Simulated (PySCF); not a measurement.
**C₆ coefficients of unlike pairs at PBE**

Calculated with PySCF 2.14 from the dipole response of each species, C₆(A,B) = (3/π) ∫ α_A(iu) α_B(iu) du, in atomic units, from isotropic polarisabilities. For ions this is the dispersion term alone; charge-induced terms of lower order in 1/R come first.

| species | configuration | basis | relativity | α (bohr³) | C₆ (like pair) |
| --- | --- | --- | --- | --- | --- |
| S | [Ne] 3s2 3p4 (3P) | dyall-av3z (19s12p3d2f) | none | 20.50 | 142.4 |
| F³⁺ | [He] 2s2 2p2 (3P) | aug-cc-pVTZ (5s4p3d2f) | none | 0.9401 | 0.8518 |
| P⁺ | [Ne] 3s2 3p2 (3P) | aug-cc-pV(T+d)Z (6s5p4d2f) | none | 14.48 | 74.90 |

Q: Estimate C₆ for F³⁺ with S.

A: The integral gives 9.617. The combination rule 2 C_A C_B / (C_A α_B/α_A + C_B α_A/α_B) gives 9.664 and the geometric mean 11.02.

No spin-orbit coupling is included.

The other pairs:

```csv
pair,C₆
"P⁺, F³⁺",7.013
"P⁺, S",103.2
```
